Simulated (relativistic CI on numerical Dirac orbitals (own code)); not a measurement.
Calculated at this level of theory: Dirac-Coulomb-Breit CI, separate exchange-only KLI orbitals for each configuration, a model potential for QED, unscaled Slater integrals (own radial code, finite nucleus).

CI space (outside the closed core 1s2): 2s², 2s2p, 2p², 2p3s, 2p3p, 2s3s, 2s3p, 2s3d, 2s4s, 2s4p, 2s4d, 2s4f, 2s5s, 3s², 2s5p, 2s5d, 2s5f, 2s5g, 3s3p, 3p². Levels of other configurations are missing.

At this charge energies of transitions that change n are usually good to better than 1 %, and those within a shell (Δn = 0) to a few per cent.

Outline of the computed level scheme of Re LXXII. Lowest level of each configuration: 2s² ¹S0 at 0.0 eV; 2s2p ³P°0 at 177.0 eV; 2p² ³P0 at 497.9 eV; 2s3s ³S1 at 11332.4 eV; 2s3p ³P°0 at 11415.4 eV; 2p3s ³P°0 at 11551.7 eV; 2p3p ³D1 at 11601.6 eV; 2s3d ³D1 at 11914.8 eV; 2s4s ³S1 at 15205.6 eV.

Some strong electric-dipole decays among the lowest 36 levels: 2s3d ³D3 → 2s2p ³P°2 (1.8e+15 s⁻¹); 2s3d ³D2 → 2s2p ³P°1 (1.7e+15 s⁻¹); 2s3d ¹D2 → 2s2p ¹P°1 (1.4e+15 s⁻¹); 2s3d ³D1 → 2s2p ³P°0 (1.1e+15 s⁻¹); 2p3p ³P0 → 2s2p ³P°1 (8.1e+14 s⁻¹); 2s3p ¹P°1 → 2s² ¹S0 (7.0e+14 s⁻¹); 2p3p ³P1 → 2s2p ³P°2 (6.3e+14 s⁻¹); 2p3p ³D1 → 2s2p ³P°1 (5.6e+14 s⁻¹).

LS names give the leading component of a level, which can be under half, so a name can repeat, a term be missing and a line seem to break the LS rules.
